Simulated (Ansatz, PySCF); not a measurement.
Two conformers of C3H8O2 (SMILES COCOC), B3LYP-D3(BJ)/def2-TZVP minima.
Conformer 1 (charge 0, multiplicity 1):
```json
[
 {"atom": "C", "x (Å)": "1.8781", "y (Å)": "0.0914", "z (Å)": "0.2101"},
 {"atom": "O", "x (Å)": "0.8272", "y (Å)": "-0.4084", "z (Å)": "-0.6032"},
 {"atom": "C", "x (Å)": "-0.2066", "y (Å)": "-1.0119", "z (Å)": "0.1246"},
 {"atom": "O", "x (Å)": "-0.9349", "y (Å)": "-0.1191", "z (Å)": "0.9215"},
 {"atom": "C", "x (Å)": "-1.6917", "y (Å)": "0.8218", "z (Å)": "0.1747"},
 {"atom": "H", "x (Å)": "2.3171", "y (Å)": "-0.7100", "z (Å)": "0.8166"},
 {"atom": "H", "x (Å)": "1.5283", "y (Å)": "0.8844", "z (Å)": "0.8759"},
 {"atom": "H", "x (Å)": "2.6366", "y (Å)": "0.4888", "z (Å)": "-0.4615"},
 {"atom": "H", "x (Å)": "0.1900", "y (Å)": "-1.7613", "z (Å)": "0.8181"},
 {"atom": "H", "x (Å)": "-0.8521", "y (Å)": "-1.4820", "z (Å)": "-0.6252"},
 {"atom": "H", "x (Å)": "-2.3982", "y (Å)": "0.3130", "z (Å)": "-0.4921"},
 {"atom": "H", "x (Å)": "-1.0477", "y (Å)": "1.4701", "z (Å)": "-0.4246"},
 {"atom": "H", "x (Å)": "-2.2462", "y (Å)": "1.4232", "z (Å)": "0.8924"}
]
```
Conformer 2 (charge 0, multiplicity 1):
```csv
atom,x (Å),y (Å),z (Å)
C,-2.1080,0.0284,-0.2749
O,-1.1750,-0.8564,-0.8802
C,0.1012,-0.7671,-0.3606
O,0.6716,0.4821,-0.6905
C,1.9477,0.6630,-0.1161
H,-3.0838,-0.2128,-0.6914
H,-2.1325,-0.1178,0.8120
H,-1.8642,1.0703,-0.4903
H,0.6825,-1.5823,-0.8074
H,0.0925,-0.8785,0.7393
H,2.6611,-0.0919,-0.4711
H,1.9073,0.6147,0.9800
H,2.2995,1.6485,-0.4148
```

No zero-point or thermal terms.

Rows in 3-21G, 6-31G* carry no dispersion term and start afresh at each structure (6-31G* with six Cartesian d functions).

Codes used: Ansatz (Gaussian basis) for Hartree–Fock, density functionals and correlated methods; PySCF for 3-21G rows, 6-31G* rows. Each number belongs to the level named beside it.

Q: One of these levels gives 2.50 kcal/mol for the electronic energy of conformer 2 less that of conformer 1. Which one is it?
A) HF/cc-pVDZ
B) BP86/6-31G*
C) HF/3-21G

A: A, HF/cc-pVDZ. The others give 4.68 (HF/3-21G), 2.90 (BP86/6-31G*)

Ansatz is an electronic-structure program.
